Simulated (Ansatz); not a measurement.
Species: CH₇FNSi₂, net charge -1, singlet state. It need not be the lowest isomer of its formula. Whether it binds its extra electron was not tested at this geometry. SMILES: C[Si-](F)N[SiH3]
Structure (B3LYP-D3(BJ)/def2-TZVP (Ansatz, a quantum-chemistry and plane-wave program) minimum search):
```
N
H 1 1.0159
Si 1 1.6959 2 116.69
H 3 1.4943 1 115.23 2 -121.96
H 3 1.4946 4 104.45 1 128.45
H 3 1.5006 4 105.30 5 110.94
Si 1 1.8208 2 118.72 3 173.14
F 7 1.7009 1 99.65 2 -56.53
C 7 1.9493 8 95.43 1 -97.61
H 9 1.0956 7 111.52 8 -69.01
H 9 1.0957 10 107.83 7 121.35
H 9 1.1002 10 107.74 11 116.64
```
Charge -1, spin multiplicity 1.

Parts of the frozen-core correlation energy in 6-31G* (Ansatz, hartree). Frozen orbitals: 13; correlated occupied orbitals by spin: 16 and 16; virtual: 68 and 68. No spin-orbit coupling. No relativistic terms.

| term | value |
|---|---|
| reference (HF) | -773.74374 |
| MP2 opposite-spin | -0.48000 |
| MP2 same-spin | -0.15520 |
| CCSD correlation | -0.68591 |
| (T) | -0.01712 |
| T1 diagnostic | 0.013 |
| largest doubles amplitude | 0.038 |
